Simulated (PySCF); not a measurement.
Computed vibrations of [EuF3(H2O)]−

[EuF3(H2O)]− (singlet in the valence; each metal's 4f electrons, 7 of them, lie in its core potential, out of spins and levels). PySCF 2.14.0, RKS PBE0, Eu lcecp-0-SVP with ECP53, F def2-SVP, O def2-SVP, H def2-SVP; non-relativistic Hamiltonian with scalar-relativistic core potentials where named; density fitting; no spin-orbit coupling. Central differences of gradients.

```xyz
7

Eu    0.1652   -0.0666    0.0666
F     1.2383    1.1717    1.5480
F    -2.0832   -0.3712    0.3712
F     1.2383   -1.5480   -1.1717
O    -1.7827    1.4005   -1.4005
H    -2.0914    1.4875   -0.4817
H    -2.0914    0.4817   -1.4875
```

Run from Python with OMP_NUM_THREADS=2. Where DIIS fails, smearing, a level shift and second-order steps follow.
It took 2.7 min on 2 threads of AMD EPYC 7R43 64-Core Processor (Zen 3), on a shared host.

Question: What are the harmonic wavenumbers and infrared intensities?

Answer: Modes are labelled in Cs; negative numbers are unstable modes, those under 60 cm⁻¹ near the noise; a finer grid moves soft modes by up to 10 cm⁻¹.
```
cm⁻¹  km/mol  symmetry
-456       –       a''
  54     5.1       a''
  68    38.5        a'
 102     7.0       a''
 104    20.0        a'
 136    38.3        a'
 257    45.8        a'
 386    65.7        a'
 422   122.7       a''
 432    50.6        a'
 547    10.1       a''
 844   336.7        a'
1661   160.8        a'
3776    62.9       a''
3784    83.6        a'
```

Question: Is this a minimum?

Answer: No: 1 unstable; the lowest moves the atoms so:
```
Eu   0.00  0.00  0.00
F    0.00  0.00  0.00
F    0.00  0.03  0.03
F    0.00  0.00  0.00
O    0.00  0.01  0.01
H   -0.07 -0.70  0.08
H    0.07  0.08 -0.70
```

An lcecp potential fixes the number of 4f electrons, so in runs with it no electron can move into or out of that shell.
